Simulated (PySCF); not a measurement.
Ground-state electric properties of a mixed set of molecules.

All values: PBE0/pcSseg-1 (PySCF) at GFN2-xTB geometries, gas phase, one conformer each.

Question: Rank by HOMO–LUMO gap, highest first.
A. `[SiH3][C@@H]1CC=C[C@H]1Cl`
B. `C#CCC1=C[C@@H]1F`
C. `CCOC1CCC1`
D. `C=Nc1ccsc1`
E. `Cc1cpc(F)o1`

Answer: C (8.50 eV), B (7.79 eV), A (7.10 eV), E (5.88 eV), D (5.40 eV).

Question: Rank by HOMO energy, highest first.
A. `c1(F)oc(C)cp1`
B. `C1CCC1OCC`
C. `C#CCC1=C[C@@H]1F`
D. `C1C=C[C@H]([C@@H]1[SiH3])Cl`

Answer: A (-6.62 eV), B (-7.09 eV), D (-7.50 eV), C (-7.91 eV).

Question: Rank by the lowest IAO charge on any atom, lowest value first.
A. `C#CCC1=C[C@@H]1F`
B. `Cc1cpc(F)o1`
C. `C=COCOC(C)=O`
D. `C=Nc1ccsc1`

Answer: C (-0.475 e), B (-0.435 e), D (-0.363 e), A (-0.344 e).

All values together:

```
                   SMILES   formula  μ (D)  HOMO (eV)  LUMO (eV)  lowest IAO charge (e)  highest IAO charge (e)  lowest Hirshfeld charge (e)  highest Hirshfeld charge (e)
                CCOC1CCC1    C6H12O   1.20      -7.09       1.42             -0.438 (C)              +0.150 (H)                   -0.143 (O)                  +0.046 (C/H)
[SiH3][C@@H]1CC=C[C@H]1Cl  C5H9ClSi   2.11      -7.50      -0.40             -0.376 (C)             +0.593 (Si)                   -0.113 (C)                   +0.312 (Si)
             C=COCOC(C)=O    C5H8O3   1.31      -7.08       0.09             -0.475 (C)              +0.534 (C)                   -0.245 (O)                    +0.225 (C)
               C=Nc1ccsc1    C5H5NS   1.18      -6.59      -1.20             -0.363 (C)              +0.351 (S)                   -0.137 (N)                    +0.104 (S)
         C#CCC1=C[C@@H]1F     C6H5F   1.98      -7.91      -0.12             -0.344 (F)              +0.203 (H)                   -0.155 (F)                    +0.093 (H)
              Cc1cpc(F)o1   C4H4FOP   2.77      -6.62      -0.74             -0.435 (C)              +0.261 (P)                   -0.150 (C)                    +0.085 (C)
```

Conformers: `[CH3:1][CH2:2][O:3][CH:4]1[CH2:5][CH2:6][CH2:7]1` with C1–C2–O3–C4 72°, C2–O3–C4–C5 167°, O3–C4–C5–C6 132°, C4–C5–C6–C7 -12°, C5–C6–C7–C4 12°, O3–C4–C7–C6 -127°; `[SiH3:1][C@@H:2]1[CH2:3][CH:4]=[CH:5][C@H:6]1[Cl:7]` with Si1–C2–C3–C4 -97°, C2–C3–C4–C5 -14°, C4–C5–C6–Cl7 -102°, Si1–C2–C6–C5 96°; `[CH2:1]=[CH:2][O:3][CH2:4][O:5][C:6]([CH3:7])=[O:8]` with C1–C2–O3–C4 -1°, C2–O3–C4–O5 -79°, O3–C4–O5–C6 121°, C4–O5–C6–C7 -177°; `[CH2:1]=[N:2][c:3]1[cH:4][cH:5][s:6][cH:7]1` with C1–N2–C3–C4 148°; `[CH:1]#[C:2][CH2:3][C:4]1=[CH:5][C@@H:6]1[F:7]` with C2–C3–C4–C5 -7°.
